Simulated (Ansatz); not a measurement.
Cu2S⁺. Charge 1, multiplicity 2. Geometry PBE0-D4/def2-TZVP; atoms count from 1.

```xyz
3

Cu    0.068   -1.244    1.122
Cu   -0.646    0.585   -1.432
S     0.578    0.659    0.310
```

The structure comes from a short search, and lower isomers may exist.

Estimate the Mulliken populations from the PBE0/def2-TZVP orbitals of Ansatz.


```csv
atom,charge (e),spin (α − β),d electrons
Cu1,0.55,0.05,9.85
Cu2,0.55,0.05,9.85
S3,-0.09,0.90,–
```
Mulliken values and Mayer orders depend strongly on the basis.

Where does the spin sit?

Summed by element: Cu 0.10, S 0.90, of 1 unpaired in all. Largest on single atoms: S3 0.90, Cu1 0.05, Cu2 0.05.

And the Mayer bond orders between bonded heavy atoms (over 0.3)?

Cu1–S3 1.02 (2.13 Å); Cu2–S3 1.02 (2.13 Å).
